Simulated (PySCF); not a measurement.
Two-component Hartree-Fock for Mo²⁰⁺ (molybdenum, charge +20)

Start: [Ar] 3d4; 3d3/2 filled at m_j = -3/2, -1/2, +1/2, +3/2. Calculated with PySCF 2.14 in an uncontracted even-tempered set (17 s from 2.3 bohr⁻², ratio 2.8; 12 p from 2.9 bohr⁻², ratio 2.8; 8 d from 2.9 bohr⁻², ratio 2.8; 3 f from 11 bohr⁻², ratio 3): generalised Hartree-Fock with the X2C-1e Hamiltonian and a Gaussian nucleus; one run each with spin-orbit coupling (SO) switched off, then screened by Boettger's factors.

```csv
spinor shell,electrons,"ε, spin-free (eV)","ε, screened SO (eV)",weight of nominal j (screened SO),"rms radius, screened SO (bohr)"
1s1/2,2,-20834.2,-20832.9,1.000,0.0404
2s1/2,2,-3630.7,-3630.1,1.000,0.166
2p1/2,2,-3317.6,-3394.8,0.995,0.144
2p3/2,4,-3317.6,-3280.8,0.998,0.148
3s1/2,2,-1143.3,-1143.1,1.000,0.428
3p1/2,2,-1034.5,-1059.5,0.854,0.420
3d3/2,4,-895.07,-895.32,0.673,0.390
```

Q: Where does 3p3/2 lie, and what is the 3p spin-orbit splitting (screened SO)?

A: At -1022.3 eV, 37.176 eV above 3p1/2.

```
   quantity    spin-free  screened SO
E (hartree)  -3828.39920  -3828.98619
        M_J            0            0
       ⟨J²⟩        4.002        2.681
       ⟨L²⟩        6.002        5.473
       ⟨S²⟩        6.001        5.469
```

The determinant has a definite M_J but mixes levels of different J.

Each row is a mean over spinors that exchange with the open shell spreads, by up to 19.543 eV (3s1/2).

Rows whose weight is well below 1 are mixtures of j = l ± 1/2: exchange outweighs spin-orbit coupling there, and the label is only the starting occupation.

Breit and QED terms are absent; they matter most for the inner s and p1/2 levels.

Densities and radii are taken from the X2C orbitals without a picture-change correction, which distorts them close to the nucleus.

Without spin-orbit coupling the j labels of p, d and f shells carry no meaning; the spin-free column gives the mean over the occupied spinors of each nl shell, and its ⟨J²⟩ belongs to a mixture of degenerate components.
